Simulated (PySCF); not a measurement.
## How methods differ on the excitation energy of Br

Br [Ar] 3d10 4s2 4p5 (2P) → Br [Ar] 3d10 4s2 4p4 4d1 (high-spin determinant), as a difference of total energies. All numbers are calculated (PySCF 2.14, a scalar-relativistic core potential, in aug-cc-pV5Z-PP with ECP10MDF). Correlated levels: valence: 3s2 3p6 3d10 frozen. The calculations carry no spin-orbit coupling.

```tsv
method	excitation energy (eV)
UHF	9.469
LDA	10.025
PBE	9.707
PBE0	9.851
r2SCAN	9.997
BHandHLYP	10.099
M06-2X	9.958
B97-3	10.010
MP2 (valence)	10.197
SCS-MP2 (valence)	10.335
```

Problem. How much does correlation contribute at MP2 (valence)?

Solution. 10.197 − (9.469) = 0.728 eV, measured against UHF.

The promoted electron is Rydberg-like, and one or two diffuse shells describe it only roughly, which tends to raise the upper state.

In the upper state the promoted electron has a positive orbital energy at LDA, PBE, r2SCAN, so the basis confines it.

The determinant of the upper state mixes LS terms, which raises its energy above the lowest term, most at the Hartree-Fock and MP2 levels.
